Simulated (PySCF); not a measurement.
# Predicted spectroscopic data

One conformer, non-relativistic, fast rotation and ring inversion assumed for equivalent nuclei, no solvent. GFN2-xTB geometry; NMR shieldings at PBE0/pcSseg-1/GIAO; J: B3LYP/pcJ-1; PySCF.

References, each an isolated molecule treated in the same way: 1H, 13C against TMS. Multiplet labels drop J under 1 Hz and among equivalent protons, and merge close values. Unscaled 3J(H,H) run several per cent high. Where no couplings were computed, multiplicities follow the n + 1 count of equivalent neighbours, and m marks all less simple cases (inequivalent or close neighbours, rings, F or P nearby). Shifts are as computed. Against solution values, carbons near 30 ppm lie about +3 ppm off and those near 130 ppm about +5 ppm. Of 1211 compounds with measured shifts, 218 miss one by over three times the rms of a fit or turn the order of signals round; such compounds aren't used in these exercises.

**1.** `CCn1ncc(C(C)C)n1`, C₇H₁₃N₃. 1H NMR (500 MHz, computed): δ 7.52 (s, 1H), 4.42 (q, 2H), 3.13 (sept, 1H), 1.42 (t, 3H), 1.29 (d, 6H). 13C{1H} NMR (computed): δ 160.6 (C), 134.7 (CH), 51.3 (CH2), 30.4 (CH), 26.7 (CH3), 19.3 (CH3).

**2.** `C#CC#CC`, C₅H₄. 1H NMR (500 MHz, computed): δ 2.13 (d, J = 2.4 Hz, 3H), 1.07 (q, J = 2.4 Hz, 1H). 13C{1H} NMR (computed): δ 78.1 (C), 74.5 (C), 72.7 (C), 69.8 (CH), 5.2 (CH3).
